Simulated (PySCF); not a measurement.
**Mayer bond orders and bond lengths**

C9H11N.
Atom-mapped SMILES: `[CH3:1][CH2:2][C:3]1=[CH:4][CH2:5][CH2:6][CH:7]=[C:8]1[C:9]#[N:10]` (hydrogens: H11, H12, H13 on C1; H14, H15 on C2; H16 on C4; H17, H18 on C5; H19, H20 on C6; H21 on C7)

Structure used (GFN2-xTB), in Å, numbered top down from 1:
```xyz
21
C9H11N angstrom
C      2.6001   -0.0988    0.4604
C      1.7749    0.3245   -0.7562
C      0.3130    0.0830   -0.5216
C     -0.3781   -0.8917   -1.1120
C     -1.8425   -1.0969   -0.8558
C     -2.2103   -0.7018    0.5745
C     -1.5789    0.6002    0.9449
C     -0.3884    0.9529    0.4333
C      0.2109    2.1741    0.8151
N      0.6888    3.1681    1.1310
H      3.6585    0.0647    0.2731
H      2.3135    0.4797    1.3360
H      2.4433   -1.1542    0.6752
H      1.9433    1.3874   -0.9488
H      2.1003   -0.2407   -1.6319
H      0.0909   -1.5333   -1.8436
H     -2.1171   -2.1368   -1.0381
H     -2.4085   -0.4812   -1.5665
H     -3.2938   -0.6444    0.6871
H     -1.8490   -1.4658    1.2753
H     -2.0798    1.2276    1.6681
```

Bond orders from the PBE0/pcSseg-1 density (PySCF). The structure is a single GFN2-xTB conformer in the gas phase; no vibrational or solvent corrections.

(1) How far do the computed orders between heavy atoms stray from the drawn ones?

(2) Give the Mayer order of every bond, beside its length.

Results:

(1) The largest departure is 0.251, at C7–C8 (drawn double, 1.749).

(2) 
| bond | drawn as | length (Å) | Mayer order |
| --- | --- | --- | --- |
| C1–C2 | single | 1.530 | 1.039 |
| C2–C3 | single | 1.500 | 1.088 |
| C3–C4 | double | 1.333 | 1.823 |
| C4–C5 | single | 1.501 | 1.061 |
| C5–C6 | single | 1.529 | 1.056 |
| C6–C7 | single | 1.494 | 1.062 |
| C7–C8 | double | 1.343 | 1.749 |
| C8–C9 | single | 1.413 | 1.044 |
| C9–N10 | triple | 1.147 | 3.002 |
| C8–C3 | single | 1.470 | 0.993 |
| C1–H11 | single | 1.087 | 0.968 |
| C1–H12 | single | 1.088 | 0.963 |
| C1–H13 | single | 1.088 | 0.967 |
| C2–H14 | single | 1.093 | 0.919 |
| C2–H15 | single | 1.092 | 0.937 |
| C4–H16 | single | 1.080 | 0.953 |
| C5–H17 | single | 1.091 | 0.943 |
| C5–H18 | single | 1.098 | 0.925 |
| C6–H19 | single | 1.091 | 0.940 |
| C6–H20 | single | 1.098 | 0.917 |
| C7–H21 | single | 1.081 | 0.958 |

By pair of heavy elements: C–C: lowest C8–C3 (0.993, 1.470 Å), highest C3–C4 (1.823, 1.333 Å); in 7 of the 36 pairs the longer bond (by over 0.003 Å) has the higher order (by 0.02 or more).

Problem. Sum the orders of all bonds at each heavy atom with more than one neighbour and set the sums beside the valence in the SMILES.

Solution. C1 3.937 (drawn 4), C2 3.983 (drawn 4), C3 3.904 (drawn 4), C4 3.837 (drawn 4), C5 3.985 (drawn 4), C6 3.975 (drawn 4), C7 3.769 (drawn 4), C8 3.786 (drawn 4), C9 4.046 (drawn 4). Orders between atoms that aren't bonded are not in these sums.

For a closed shell the Mayer order of atoms A and B is Σ (PS)μν (PS)νμ over the basis functions μ on A and ν on B, with P the density and S the overlap matrix.
